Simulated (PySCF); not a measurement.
A thermochemical cycle for KSe

MP2 in PySCF with def2-SVP on every atom, for the lowest determinant that a PBE0 search found; no spin–orbit coupling. KSe, a doublet (π ↑), has De = 2.03 eV to neutral atoms, and KSe⁺, a triplet (π ↑↑), has De = 0.40 eV to K⁺ + Se.

The adiabatic ionisation energy of KSe, between the minima, is 5.74 eV.

Which ionisation energy of the K atom does this level give?

IE(K) = IE(molecule) + De(ion) − De(neutral) = 5.74 + 0.40 − 2.03 = 4.11 eV; the measured value is 4.341 eV (NIST ASD).

Correlated steps freeze 14 core orbitals. Weak bonds: KSe⁺. Basis-set superposition, not corrected here, can be much of De in a small basis, most of all at correlated wavefunction levels. Spin–orbit coupling is left out. For an ion De counts to the pair picked by the measured ionisation energies or electron affinities, which need not be the lowest pair at this level. States were picked by a PBE0 search and need not be the measured ground states.
